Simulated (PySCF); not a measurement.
A small calculation by hand: chemical shift, span and skew from a shielding tensor

Si(OSiH3)(Me)(Cl)2 (CH6Cl2OSi2), SMILES [SiH3]O[Si](Cl)(C)Cl. Atoms are numbered in the order given.

```xyz
12

C      1.9949    -1.3490    -0.3865
Si     0.5750    -0.2465     0.0493
Cl     1.0355     1.7361    -0.3531
Cl     0.1362    -0.3876     2.0696
O     -0.7629    -0.6509    -0.8084
Si    -2.3140    -0.1108    -1.1383
H      1.7368    -2.3969    -0.1688
H      2.8878    -1.0764     0.1954
H      2.2280    -1.2561    -1.4585
H     -2.8311     0.6815     0.0113
H     -2.2924     0.7319    -2.3642
H     -3.1690    -1.3055    -1.3619
```
Charge 0, spin multiplicity 1.

The structure is a stationary point at B3LYP-D3(BJ)/def2-SVP. One conformer was computed; it need not be the lowest.

GIAO shieldings from PBE0/pcSseg-1 run with PySCF, non-relativistic, no solvent. The symmetric part of the tensor of Si2 has the principal values 316.9, 331.0, 380.5 ppm. The same nucleus in TMS has σ = 352.7 ppm at this level (PySCF, at its B3LYP-D3(BJ)/def2-TZVP geometry). Without spin–orbit terms, shifts of atoms bonded to Cl or Br come out too high.

Work out the isotropic shielding, the ²⁹Si shift against TMS, the span and the skew.


σ(iso) = (σ11 + σ22 + σ33)/3 = 342.8 ppm. δ = σ(ref) − σ(iso) = 352.7 − (342.8) = 9.9 ppm.
Span Ω = σ33 − σ11 = 63.6 ppm. Skew κ = 3(σ(iso) − σ22)/Ω = 0.56. Tumbling in solution averages the tensor to δ; in a static solid the shielding alone would spread this spin-1/2 line over Ω.
